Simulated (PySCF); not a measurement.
Which determinant of AlSn⁺ lies lowest?

Unrestricted PBE0; PySCF, scalar-relativistic core potentials, basis sets Al cc-pV(D+d)Z, Sn cc-pVDZ-PP with ECP28. Outer shells of the fragments: Al+ 3s2; Sn 4d10 5s2 5p2.

Followed along the bond (rough minima from three points):

| 2Ms+1 | unpaired | ⟨S²⟩ at the start | R at minimum (Å) | Te (eV) |
| --- | --- | --- | --- | --- |
| 3 | σ ↑, π ↑ | 2.01 | 3.02 | 0.00 |
| 1 | σ ↓, π ↑ | 1.02 | 2.98 | 0.18 |
| 3 | π ↑↑ | 2.01 | 2.67 | 0.37 |
| 1 | π ↑↓ | 1.01 | 2.67 | 0.59 |
| 1 | none | 0.00 | 2.69 | 1.21 |

Solutions found at the starting distance of 2.645 Å, counted from the lowest of them; the search is not exhaustive and high or unbound solutions are not listed, so other states can lie among these:

```tsv
2Ms+1	unpaired	term	E (eV)	⟨S²⟩	⟨Lz²⟩	μ (D)
3	σ ↑, π ↑	³Π	0.00	2.01	1.00	-3.90
3	π ↑↑	³Σ⁻	0.15	2.01	0.00	-5.08
1	σ ↓, π ↑	mixed	0.15	1.02	1.00	-3.93
1	π ↑↓	mixed	0.37	1.01	2.01	-4.97
1	none	mixed	1.00	0.00	2.00	-4.74
1	none	¹Σ⁺	1.10	0.00	0.00	-1.67
3	π ↑↑	mixed	2.40	2.02	2.01	-3.02
3	σ ↑↑, π ↑↓	mixed	3.03	3.01	2.01	-4.77
1	σ ↓↓, π ↑↑	mixed	3.39	2.01	0.00	-5.30
1	σ ↓, π ↑	mixed	4.47	1.40	1.02	-5.28
3	π ↑, δ ↑	mixed	9.86	2.01	5.00	-3.20
3	π ↑, δ ↑	mixed	9.88	2.01	4.97	-3.15
```

A term symbol is given only where ⟨S²⟩ and ⟨Lz²⟩ are close to those of a pure state; real π, δ and φ orbitals otherwise mix terms. A positive dipole points towards Sn; it is taken about the centre of mass and depends on that origin.

Spin–orbit coupling is left out.
